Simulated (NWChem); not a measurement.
System: BeICl; SMILES [I][Be][Cl]

Program: NWChem. Medium grid unless said otherwise, to which SCAN and Minnesota functionals are sensitive. All runs use the structure optimised with PBE0/def2-SVP. def2 effective core potentials on I; no spin-orbit coupling. Hybrids' shares of exact exchange are those that their runs print; pure functionals count as 0. The functionals differ in more than this share.

```csv
row,share of exact exchange,highest occupied level (eV)
PBE/def2-SVP,0.00,-7.02
r2SCAN/def2-SVP,0.00,-7.37
B3LYP/def2-SVP,0.20,-7.85
PBE0/def2-SVP,0.25,withheld
MPW1K/def2-SVP,0.43,-9.04
MN15/def2-SVP,0.44,-8.64
BHandHLYP/def2-SVP,0.50,-9.09
M06-2X/def2-SVP,0.54,-9.29
M05-2X/def2-SVP,0.56,-9.54
```

**Question.** Fit a straight line of the last column on the one before it, predict the withheld value, and compare with the run.

**Answer.** 
1. Means of the 8 shown rows: x = 0.334, y = -8.480. Slope Σ(x − x̄)(y − ȳ)/Σ(x − x̄)² = -1.521/0.3826 = -3.976; intercept -7.153.
2. The shown rows scatter about the line by 0.159 (root mean square); the largest residual is +0.26, at MN15/def2-SVP.
3. At x = 0.25 (PBE0/def2-SVP; inside the shown range) the line gives -8.15.
4. The run gives -8.18, -0.03 from the line, 0.2 times the scatter.
